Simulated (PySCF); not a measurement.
CH3Si, SMILES C[Si] (connectivity only; charge and spin as stated), neutral, multiplicity 2. Atoms are numbered in the order given.

```xyz
5

C     -1.0975     0.0171     0.0000
Si     0.7902     0.0054     0.0000
H     -1.5644     0.4399     0.8943
H     -1.5644     0.4399    -0.8943
H     -1.3497    -1.0586     0.0000
```
Charge 0, spin multiplicity 2.

Geometry optimised at r2SCAN-D4/def2-TZVP. The isomer is the one that the SMILES or the coordinates give; other isomers of the formula were not compared.

The numbers are results of B3LYP/pcH-1 in PySCF, not measurements.

Unrestricted Kohn–Sham, ⟨S²⟩ = 0.753. Hyperfine tensors hold the contact and dipolar terms, without spin-orbit corrections.

Computed hyperfine couplings:
| nucleus | A(iso) (MHz) | A(iso) (G) | dipolar principal values (MHz) |
|---|---|---|---|
| 13C no. 1 | -11.8 | -4.2 | -2.2, 0.2, 2.0 |
| 29Si no. 2 | -10.7 | -3.8 | -209.5, 103.1, 106.4 |
| 1H no. 3 | 60.9 | 21.7 | -3.6, -1.8, 5.3 |
| 1H no. 4 | 60.9 | 21.7 | -3.6, -1.8, 5.3 |
| 1H no. 5 | -3.1 | -1.1 | -3.4, -1.9, 5.3 |
